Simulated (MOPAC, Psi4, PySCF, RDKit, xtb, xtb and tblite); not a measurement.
Two geometries of SMILES c1(ccccc1)CCF (C8H9F), relaxed at GFN2-xTB with one dihedral held; other torsions can differ between them too.

Structure A

```
18

F     -3.7537    -0.2964     0.5609
C     -2.4276    -0.0033     0.7762
C     -1.5745    -0.6533    -0.3079
C     -0.1306    -0.2328    -0.2524
C      0.5680    -0.1810     0.9483
C      1.8956     0.2082     0.9765
C      2.5473     0.5523    -0.1951
C      1.8623     0.5027    -1.3963
C      0.5336     0.1171    -1.4218
H     -2.1905    -0.3758     1.7766
H     -2.3372     1.0879     0.7522
H     -1.9974    -0.3890    -1.2792
H     -1.6455    -1.7407    -0.2021
H      0.0800    -0.4578     1.8707
H      2.4231     0.2425     1.9185
H      3.5831     0.8564    -0.1715
H      2.3617     0.7685    -2.3164
H      0.0051     0.0847    -2.3639
```

Structure B

```
18

F      3.7427    -0.5419     0.5838
C      2.4780    -0.0275     0.7546
C      1.5407    -0.6471    -0.2708
C      0.1123    -0.1745    -0.2014
C     -0.7973    -0.7037    -1.1133
C     -2.1229    -0.3145    -1.1049
C     -2.5660     0.6161    -0.1795
C     -1.6720     1.1487     0.7306
C     -0.3424     0.7574     0.7212
H      2.1819    -0.2697     1.7804
H      2.5658     1.0564     0.6280
H      1.9372    -0.4363    -1.2689
H      1.5624    -1.7338    -0.1421
H     -0.4555    -1.4301    -1.8370
H     -2.8121    -0.7373    -1.8210
H     -3.6012     0.9230    -0.1694
H     -2.0076     1.8752     1.4562
H      0.3334     1.1892     1.4429
```

Q: Which is lower in energy at the level Psi4 with B3LYP-D3(BJ)/def2-SVP // GFN2-xTB, and by how much?

A: A is lower, by 2.17 kJ/mol (dihedral C2–C3–C4–C5: 45° in A, 180° in B).

E(B) − E(A) in kJ/mol at the other levels, on the same two geometries: GFN2-xTB (xtb and tblite) 1.49; MMFF94 // GFN2-xTB (RDKit) 2.58; B3LYP/def2-SVP // GFN2-xTB (Psi4) 2.20; PBE/def2-SVP // GFN2-xTB (Psi4) 1.97; PBE-D3(BJ)/def2-SVP // GFN2-xTB (Psi4) 1.98; UFF // GFN2-xTB (RDKit) 7.47; PM6, restricted, heats of formation // GFN2-xTB (MOPAC) 2.15; PM7, restricted, heats of formation // GFN2-xTB (MOPAC) 2.37; GFN1-xTB // GFN2-xTB (xtb) 2.58; restricted B3LYP/6-31G*, spherical d, density fitting // GFN2-xTB (PySCF) 2.87; restricted B3LYP/3-21G, density fitting // GFN2-xTB (PySCF) 2.38; restricted MP2 (frozen core)/6-31G*, spherical d // GFN2-xTB (PySCF) 3.79; restricted Hartree-Fock/LANL2DZ, density fitting // GFN2-xTB (PySCF) 2.47.
